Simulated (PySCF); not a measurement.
# EPR parameters of C4H3F2S

C4H3F2S (doublet state).
Z-matrix (Å and degrees, GFN2-xTB geometry), rows numbered from 1:
```
F 
C   1  1.3414
S   2  1.7168  1  119.99
C   3  1.7472  2   90.24  1  -161.60
C   4  1.3318  3  114.53  2     3.68
C   2  1.4835  1  121.05  3  -156.08
F   6  1.4085  2  111.26  1   -80.46
H   4  1.0729  3  117.95  2  -177.20
H   5  1.0750  4  124.73  3  -178.93
H   6  1.1030  2  113.23  1    35.30
```

Identity: `F[C]1SC=C[C@H]1F` [radical].

Method: UKS B3LYP, pcH-1 on C F H S, non-relativistic, mean-field spin-orbit, GIAO in PySCF 2.14.0. Geometry: GFN2-xTB; no solvent, vibrations or thermal averaging. Couplings are sensitive to structure, and on GFN2-xTB geometries they can be far from those on DFT ones. Stability of the SCF solution: not tested.

| Quantity | Value |
| --- | --- |
| g1, g2, g3 | 2.00120, 2.00301, 2.00669 |
| g_iso | 2.00363 |
| Form of g | rhombic: the two nearest values differ by 33 % of g3 − g1 |
| ⟨S²⟩ | 0.7554 (exact 0.7500) |
| HOMO–LUMO gap, α and β orbitals | 4.78, 4.57 eV |

Hyperfine couplings atom by atom, in 10⁻⁴ cm⁻¹; T1 to T3 are the principal values of the dipolar part (1 × 10⁻⁴ cm⁻¹ = 2.998 MHz):

```
atom  isotope  a_iso  of which spin–orbit     T1     T2     T3  Mulliken spin population
  F1      19F   55.4                  0.4  -74.4  -62.2  136.6                      0.06
  C2      13C   48.6                  0.1  -24.5  -23.5   47.9                      0.73
  S3      33S    2.5                 -0.1   -5.0   -3.3    8.3                      0.08
  C4      13C    1.1                  0.0   -0.9   -0.1    1.0                      0.00
  C5      13C    1.0                  0.0   -1.9   -1.0    2.9                      0.06
  C6      13C  -10.5                  0.0   -1.3   -1.1    2.4                     -0.01
  F7      19F  127.9                  0.4  -32.7  -32.5   65.2                      0.04
  H8       1H   -0.2                  0.0   -0.7   -0.5    1.2                      0.00
  H9       1H   -1.1                  0.0   -1.2   -0.5    1.7                      0.00
 H10       1H   23.2                  0.0   -1.7   -0.5    2.2                      0.04
```

The Mulliken spin populations are largest on C2 (+0.73), S3 (+0.08) and C5 (+0.06). No atom but C2 exceeds +0.15. The angles at C2 add up to 355.9°, so it is nearly planar.

Axes: g2 points within 11° of the C2–S3 bond.

Under fast tumbling the dipolar parts average out, and these isotropic splittings remain: 1 × 19F (F7, I = 1/2, 2 lines) with 13.67 mT, 1 × 19F (F1, I = 1/2, 2 lines) with 5.92 mT, 1 × 1H (H10, I = 1/2, 2 lines) with 2.48 mT and 1 × 1H (H9, I = 1/2, 2 lines) with 0.11 mT.

The 33S coupling of S3 (7.5 MHz) shows only in satellite lines or after enrichment, since that isotope makes up about 0.76 % of natural sulfur.

The 13C coupling of C2 (145.7 MHz) shows only in satellite lines or after enrichment, since that isotope makes up about 1.07 % of natural carbon.

The spin density at the nucleus, in bohr⁻³, is negative for C6 (-0.0279), for instance. A restricted open-shell determinant has no negative spin density anywhere; here it arises because α and β orbitals differ (spin polarisation).

Hardware: one thread of an Intel Xeon at 2.50 GHz, shared host. Cost: 83 s (grids of density and orbitals included), 0.76 GiB resident at most.
